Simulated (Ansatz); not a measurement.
Task: Name a neutral molecule of C, Ge and H with HOMO–LUMO gap (PBE/def2-TZVPP) between 6.30 and 6.60 eV and HOMO–LUMO gap (ωB97M-V/def2-TZVPP) between 11.70 and 12.00 eV (Ansatz, PBE0-D4/def2-TZVP geometry).

Result: `[CH3][GeH2][GeH3]` (6.46 eV, 11.94 eV). Other molecules can fit too; these were computed, each in one conformer that needn't be the lowest.
